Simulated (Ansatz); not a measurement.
Compare A (`[SiH2]1[GeH2][SiH2][GeH2][SiH2][GeH2]1`) with its isomer B (`[SiH2]1[SiH2][GeH2][GeH2][GeH2][SiH2]1`).

Isolated molecules relaxed with PBE0-D4/def2-TZVP in Ansatz; ΔE leaves out vibrations. CBS: MP2 limit from def2 TZ/QZ plus the TZ coupled-cluster correction, frozen cores. Functionals use def2-TZVPP. B3LYP here is the variant with VWN-RPA as its local correlation; programs differ in this. For Ge outer-core shells are correlated without core-valence functions, which leaves a few kJ/mol of doubt a bond. Scalar relativity is left out up to krypton.

(1) Which is lower in electronic energy at CCSD(T)/CBS, and by how much? (Best estimate.)

(2) Give E(B) − E(A) in kJ/mol with PBE-D4, PBE0-D4, MP2/def2-TZVPP, r2SCAN-D4, B2PLYP, CCSD/def2-TZVPP, B3LYP. (Best estimate.)

Largest T1 diagnostic: 0.013.

Answers

(1) The calculation gave: A, by 1.4 kJ/mol. So small a gap doesn't settle the order.

(2) Ansatz gave: PBE-D4 -0.9, PBE0-D4 -0.8, MP2/def2-TZVPP 0.5, r2SCAN-D4 0.3, B2PLYP -0.7, CCSD/def2-TZVPP -0.4, B3LYP -1.4. The order is the other way round with PBE-D4, PBE0-D4, B2PLYP, B3LYP.

Leaving LDA and LC-ωPBE aside and taking each functional with its dispersion term where it has one, the values, not all of them listed here, spread over 3.4 kJ/mol, from BLYP-D4 to ωB97M-V.
